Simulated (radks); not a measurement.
Task: The mean radii <r> (bohr) of the occupied orbitals of an atom or ion are listed with their occupations. Method: non-relativistic Kohn-Sham, TPSS, spin-unpolarised, spherical densities, point nucleus; meta-GGA in the generalised Kohn-Sham scheme; computed with a radial shooting solver on a logarithmic mesh with Libxc functionals.

orbital  occ.      <r>
1s          2  0.07012
2s          2   0.3271
2p          6   0.2908
3s          2    1.014
3p          6    1.088
3d          2    1.507
4s          1    3.234

Name the element and its charge.

Result: Z = 22, titanium, charge +1: Ti+ in [Ar] 3d2 4s1. The 1s radius gives Z: for a bare nucleus <r> = 1.5/Z, 0.06818 bohr for Z = 22, and screening makes it slightly larger (0.07012 here). The occupations add up to 21, and the charge is Z minus that.
